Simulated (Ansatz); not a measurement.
`C=NB[SiH3]` and `C#CBN=C` differ in one atom or group.

Ansatz, PBE0-D4/def2-TZVP geometries, multiplicity 1. Each molecule was computed in one conformer, which needn't be the lowest.

```tsv
property	`C=NB[SiH3]`
zero-point energy (PBE0-D4/def2-TZVP) / kJ/mol	178.8
HOMO energy (PBE0/def2-TZVPP) / eV	-7.70
LUMO energy (PBE/def2-TZVPP) / eV	-2.09
LUMO energy (PBE0/def2-TZVPP) / eV	-1.06
HOMO–LUMO gap (ωB97M-V/def2-TZVPP) / eV	10.81
HOMO energy (PBE/def2-TZVPP) / eV	-6.63
```

Give the same properties after the change, and the shifts. (An estimate is asked.)

Ansatz gave: 
```json
{"property": "zero-point energy (PBE0-D4/def2-TZVP) / kJ/mol", "`C#CBN=C`": "164.8", "shift": "-14.0"}
{"property": "HOMO energy (PBE0/def2-TZVPP) / eV", "`C#CBN=C`": "-7.50", "shift": "0.20"}
{"property": "LUMO energy (PBE/def2-TZVPP) / eV", "`C#CBN=C`": "-2.21", "shift": "-0.12"}
{"property": "LUMO energy (PBE0/def2-TZVPP) / eV", "`C#CBN=C`": "-1.09", "shift": "-0.03"}
{"property": "HOMO–LUMO gap (ωB97M-V/def2-TZVPP) / eV", "`C#CBN=C`": "10.82", "shift": "0.01"}
{"property": "HOMO energy (PBE/def2-TZVPP) / eV", "`C#CBN=C`": "-6.31", "shift": "0.32"}
```

The zero-point energy changes by -14.0 kJ/mol with -3 modes.
